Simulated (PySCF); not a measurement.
Spectrum to structure. Level of theory: TDDFT CAM-B3LYP/def2-SVPD, vertical, gas phase, core orbitals frozen in the response (PySCF 2.14.0, density-fitted response routines). Geometries: GFN2-xTB, one conformer each.

| state | λ (nm) | f |
| --- | --- | --- |
| S1 | 235.9 | 0.0043 |
| S2 | 214.1 | 0.0023 |
| S3 | 210.0 | 0.011 |
| S4 | 193.1 | 0.019 |
| S5 | 192.1 | 0.031 |
| S6 | 188.6 | 0.0040 |
| S7 | 185.3 | 0.0069 |
| S8 | 182.5 | 0.029 |

Question: Which candidate is it?
A. `C=C[SiH2][Si@](C)(N)P`
B. `CS[C@H]([SiH3])[SiH2]P`
C. `CC[SiH2]S[SiH2]P`

Answer: B. Its S1, at 5.26 eV, is the lowest among the candidates; the nearest of the others has S1 at 5.73 eV. S1 is HOMO→LUMO+2 (57%), HOMO→LUMO (12%), HOMO→LUMO+1 (9%). Löwdin shares by element: HOMO sulfur 63%, carbon 21%, silicon 6% or more; LUMO silicon 28%, sulfur 14%, phosphorus 12% (atoms not listed hold the other 45%). At the same level the other candidates give, for their lowest levels:
- `CC[SiH2]S[SiH2]P`: 207 nm (f 0.011); 203 nm (f 0.004); 193 nm (f 0.019); 187 nm (f 0.005); 185 nm (f 0.007); T1 5.61 eV; HOMO -8.31, LUMO 0.83 eV
- `C=C[SiH2][Si@](C)(N)P`: 216 nm (f 0.042); 207 nm (f 0.342); 197 nm (f 0.087); 193 nm (f 0.052); 189 nm (f 0.014); T1 4.28 eV; HOMO -7.88, LUMO 0.62 eV

Shape of the structure used: `[CH3:1][S:2][C@H:3]([SiH3:4])[SiH2:5][PH2:6]`: C1–S2–C3–Si4 -85°, S2–C3–Si5–P6 69°, H–P6–Si5–C3 -158°, H–P6–Si5–C3 -65°.
Triplets come from the Tamm–Dancoff approximation.

Without π bonds the low states are Rydberg-like; a valence basis with one diffuse set may place them up to an eV too high.
